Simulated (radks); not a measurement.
Radial electron density D(r) = 4 pi r^2 rho(r) of an atom or ion with 62 electrons. Calculated with a radial shooting solver on a logarithmic mesh with Libxc functionals: scalar-relativistic Kohn-Sham, LDA (Slater exchange, Perdew-Wang correlation), spin-unpolarised, spherical densities, point nucleus.

r (bohr),D(r) (e/bohr)
0.001279,6.144
0.001501,7.923
0.001761,10.17
0.002067,12.97
0.002425,16.43
0.002869,20.89
0.003367,26.00
0.003951,32.00
0.004637,38.89
0.005441,46.54
0.006436,55.15
0.007553,63.48
0.008864,71.36
0.0104,78.08
0.0123,83.09
0.01444,85.29
0.01695,84.78
0.01989,82.02
0.02334,78.31
0.0276,75.61
0.03239,76.46
0.03801,82.12
0.04461,92.15
0.05235,103.6
0.06193,112.2
0.07267,112.6
0.08528,104.7
0.1001,93.20
0.1174,85.61
0.1389,87.52
0.163,95.81
0.1913,100.1
0.2245,91.36
0.2635,70.92
0.3117,49.82
0.3658,41.81
0.4292,45.23
0.5037,49.66
0.5911,46.37
0.6992,35.26
0.8206,24.02
0.9629,16.63
1.13,12.90
1.326,10.47
1.569,7.717
1.841,4.968
2.16,2.748
2.535,1.366
2.999,0.6451
3.519,0.3316
4.13,0.1669
4.846,0.07181
5.687,0.02368
6.728,0.005124
7.895,0.0007915

What is the nuclear charge?

Answer. Z = 64. The innermost maximum, from 1s, lies near gamma/Z bohr with gamma = sqrt(1 - (Z/c)^2) = 0.884, here 0.0138 bohr (found: 0.0151), and its height grows with Z. The density is that of the gadolinium ion Gd2+ in [Xe] 4f7 5d0.5 6s0.5; the configuration itself is not fixed sharply by these data, and Z only to a few units. D(r) has 4 maxima, at r = 0.0151, 0.0676, 0.188, 0.516 bohr, and minima at 0.0290, 0.124, 0.372 bohr, inside which lie 1.93, 11.18, 29.35 electrons.
